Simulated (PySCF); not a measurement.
phosphoric acid cation (H3O4P), SMILES O=P(O)(O)O (connectivity only; charge and spin as stated), charge +1, multiplicity 2.

Geometry: PBE0-D3(BJ)/def2-SVP. The spin state was assumed, not searched. One conformer was computed; it need not be the lowest.

These are PBE0-D3(BJ)/def2-SVP (PySCF 2.14.0) values and carry that method's errors.

Frequencies are harmonic and unscaled.

| mode | ν (cm⁻¹) | IR (km/mol) | moving atoms (share of kinetic energy) |
|---|---|---|---|
| 1 | 181 | 54.4 | O 63 %, H 36 % |
| 2 | 264 | 164.0 | H 68 %, O 28 % |
| 3 | 273 | 68.9 | O 67 %, H 31 % |
| 4 | 350 | 82.7 | H 68 %, O 31 % |
| 5 | 381 | 102.4 | H 59 %, O 34 % |
| 6 | 387 | 53.4 | O 52 %, H 33 %, P 14 % |
| 7 | 402 | 28.7 | O 59 %, H 21 %, P 20 % |
| 8 | 422 | 55.2 | O 67 %, P 24 %, H 9 % |
| 9 | 831 | 76.6 | H 61 %, O 39 % |
| 10 | 844 | 168.6 | O 50 %, H 49 % |
| 11 | 855 | 296.9 | H 69 %, O 30 % |
| 12 | 886 | 83.5 | O 50 %, H 46 % |
| 13 | 990 | 32.7 | O 55 %, P 35 %, H 9 % |
| 14 | 1139 | 179.1 | O 45 %, P 44 %, H 11 % |
| 15 | 1149 | 188.3 | P 46 %, O 43 %, H 11 % |
| 16 | 3756 | 548.0 | H 94 % |
| 17 | 3772 | 507.1 | H 94 % |
| 18 | 3784 | 190.2 | H 94 % |
